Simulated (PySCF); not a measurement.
Computed IR spectrum (relative IR intensity) of a molecule F₂H₄OSi₂. Geometry: PBE-D3(BJ)/def2-SVP. The values are those of a single conformer. These are PBE-D3(BJ)/def2-SVP in PySCF values and carry that method's errors. Frequencies are harmonic and unscaled.

Lines under 2 % of the strongest are left out, and lines within 2 cm⁻¹ are merged.

ν (cm⁻¹): 119 (vw), 190 (m), 278 (m), 297 (w), 319 (m), 466 (m), 511 (w), 734 (m), 809 (vs), 869 (w), 894 (w), 912 (s), 946 (s), 2169 (w), 2185 (s), 3747 (m) (against the strongest line: vs over 80 %, s over 45 %, m over 15 %, w over 4 %, vw less)

Task: Which structure fits?
A) O[Si@@H](F)[SiH2]F
B) O[Si](F)(F)[SiH3]
C) O[SiH2][SiH](F)F
D) F[SiH](F)O[SiH3]

Result: B, O[Si](F)(F)[SiH3]
